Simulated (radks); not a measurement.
Species: Lu62+. Configuration: 1s1 2s2 2p5 3d1 (not the ground configuration). Calculated with a radial shooting solver on a logarithmic mesh with Libxc functionals: Dirac Kohn-Sham, BLYP, spin-unpolarised, spherical densities, point nucleus; open shells fill j = l - 1/2 first.

Normalised radial functions P(r) = r R(r) (large component), r in bohr:

```
   r/bohr * 2p1/2 (the largest magnitude, 3.73, reaches the edge; | marks zero)
 0.002064 | *
 0.002842 |  *
 0.003914 |   *
 0.005434 |     *
 0.007483 |         *
  0.01031 |              *
  0.01419 |                     *
  0.01954 |                              *
  0.02691 |                                         *
  0.03736 |                                                  *
  0.05145 |                                                      *
  0.07085 |                                                *
  0.09758 |                                  *
   0.1344 |                *
   0.1865 |    *
   0.2569 |*
   0.3538 *
   0.4872 *
```

2p1/2: eigenvalue -15898.0 eV, 0 radial nodes, <r> = 0.0648 bohr, 90 % of the charge inside 0.107 bohr.
